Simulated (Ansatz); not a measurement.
Born–Oppenheimer molecular dynamics of C₂H₅OSi (9 atoms, charge 1, multiplicity 1). It starts at the highest image of a converged band. Of that band: Neighbouring images differ by up to 3.2 eV, so the band resolves the path poorly. A vibrational analysis at the climbing image gives one clearly imaginary mode, 2162i cm⁻¹: a first-order saddle point.

Computed with UKS B3LYP-D4/def2-SVP in Ansatz.

```
ensemble                      : NVE (velocity Verlet)
time step                     : 0.5 fs
steps asked                   : 200
starting velocities drawn for : 300 K
seed                          : 7253
```

First frame:

```xyz
9
Properties=species:S:1:pos:R:3
C -0.588 1.598 -0.159
O 0.213 0.530 0.418
C 0.285 -0.759 -0.079
Si 1.367 -2.028 0.680
H -0.631 0.838 1.099
H -0.152 2.572 0.076
H -1.132 1.331 -1.071
H -0.057 -0.808 -1.125
H 0.695 -3.273 0.160
```

(1) How far do the bonds stretch over the last three quarters of this one trajectory? (Pairs bonded in most of those frames.)

Answers

(1) 
```csv
bond,mean (Å),spread (Å),shortest,longest
C1–O2,1.544,0.068,1.43,1.68
C1–H5,1.233,0.179,0.91,1.53
C1–H6,1.105,0.026,1.05,1.15
C1–H7,1.119,0.056,1.01,1.22
O2–C3,1.287,0.065,1.17,1.40
C3–Si4,2.049,0.093,1.92,2.22
C3–H8,1.130,0.035,1.06,1.23
Si4–H9,1.546,0.047,1.47,1.63
```

Mean temperature of the second half: 2383 K. The conserved energy stayed within 2.8 meV per atom of its start (net change -0.32 meV per atom), so there is no drift, though single steps change it by up to 22 meV in the whole system, a sign of fast motions only just resolved. The kinetic energy rose, since the run started high on the potential surface and went downhill. A run of 0.1 ps of so small a system gives no equilibrium averages. The orbitals were unrestricted but ended closed-shell.

The run took 5.6 min on 2 threads of INTEL(R) XEON(R) PLATINUM 8581C CPU @ 2.30GHz (Emerald Rapids), with other jobs on the host, peak memory 0.26 GiB.
